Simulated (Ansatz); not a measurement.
This geometry of AlH$_{7}$N$_{2}$S (11 atoms, charge 0, multiplicity 1) is a first-order saddle point.

All numbers below come from UKS B3LYP-D4/6-31G* in Ansatz.

```xyz
11
Properties=species:S:1:pos:R:3
Al 0.144 -0.222 0.053
H 1.346 -0.010 -1.154
N 1.039 -0.666 1.526
N -1.468 -0.854 -0.376
H 0.991 1.108 -1.036
S 0.029 2.206 -0.418
H 2.047 -0.719 1.593
H 0.613 -0.777 2.437
H -1.684 -1.844 -0.396
H -2.233 -0.322 -0.768
H -0.824 2.100 -1.462
```

(1) Which two structures does it join? (They come from a converged band through this point; their orientation in space is the band's.)

(2) How far does it lie above each of them?

Results:

(1) Bonds broken: Al1–H2, H5–S6. Bonds formed: H2–H5. AlH7N2S becomes AlH5N2S + H2.

Initial state:

```xyz
11
Properties=species:S:1:pos:R:3
Al 0.270 -0.618 -0.194
H 1.186 -0.753 -1.487
N 1.046 -0.703 1.423
N -1.508 -0.875 -0.370
H 1.069 2.663 -0.517
S -0.116 2.046 -0.313
H 2.044 -0.812 1.552
H 0.568 -0.844 2.304
H -2.145 -1.002 0.406
H -1.911 -1.283 -1.205
H -0.503 2.181 -1.598
```

Final state:

```xyz
11
Properties=species:S:1:pos:R:3
Al -0.372 0.096 0.527
H 2.165 0.230 -2.265
N 0.787 -0.561 1.699
N -1.604 -0.914 -0.263
H 1.864 0.754 -1.829
S -0.256 2.256 0.082
H 1.629 -0.084 1.994
H 0.699 -1.451 2.173
H -1.589 -1.925 -0.288
H -2.435 -0.563 -0.722
H -0.887 2.161 -1.109
```

(2) 0.71 eV above the first and 1.44 eV above the second. This is the barrier of this one path; another mechanism may lie lower. The orbitals stay closed-shell, which can raise the energy where a bond breaks towards radicals; this wasn't checked here.

Run time: 3 min on 2 threads of Intel(R) Xeon(R) 6975P-C (Granite Rapids) (shared host), peak memory 0.26 GiB.
